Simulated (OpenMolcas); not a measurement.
Computed levels of 3d8 in ions with 26 electrons, in cm-1 above 3F4.

```yaml
Program: OpenMolcas
Method: CASSCF
Basis: ANO-RCC-VTZP
Scalar_Hamiltonian: DKH2, point nucleus
Spin-orbit_coupling: state interaction with AMFI integrals over the reference wave functions, term energies averaged over their components
```

Active space for each ion: 8 electrons in 5 orbitals (3d).

| Level | Co+ | Cu3+ |
| --- | --- | --- |
| 3F3 | 964 | 1820 |
| 3F2 | 1637 | 3051 |
| 1D2 | 14441 | 19656 |
| 3P2 | 17535 | 23821 |
| 3P1 | 17850 | 24267 |
| 3P0 | 18051 | 24616 |
| 1G4 | 22427 | 30468 |
| 1S0 | 54135 | 73244 |

Task: Estimate 3F2, 1D2, 3P2 for Ni2+ from its neighbours Co+ and Cu3+.

Result: 3F2 is fine structure, which grows about as the fourth power of a screened charge, so the fourth roots are averaged: ((1637^0.25 + 3051^0.25) / 2)^4 = 2262. The calculation gives 2270, so the estimate is off by -0.4 %; the measured value is 2270 (Corliss and Sugar, J. Phys. Chem. Ref. Data 10, 197 (1981)).
1D2 is another term, which grows about linearly with the charge: (14441 + 19656) / 2 = 17048. The calculation gives 17184, so the estimate is off by -0.8 %; the measured value is 14032 (Corliss and Sugar, J. Phys. Chem. Ref. Data 10, 197 (1981)).
3P2 is another term, which grows about linearly with the charge: (17535 + 23821) / 2 = 20678. The calculation gives 20793, so the estimate is off by -0.6 %; the measured value is 16662 (Corliss and Sugar, J. Phys. Chem. Ref. Data 10, 197 (1981)).

Without dynamic correlation excited terms often stand tens of per cent too high (terms of higher spin than the ground term too low), and those without a measured partner can miss by more than the paired ones. Some levels mix across a computed gap that differs much from the measured one, so their mixing is not that of the real levels (holds for Ni2+). Computed and measured levels are paired by configuration, term and J; levels that our copy of the source lacks, or whose pairing is in doubt (as where it misses far off the trend of its configuration), stay unpaired and out of the deviations. Only configurations of the active space appear.
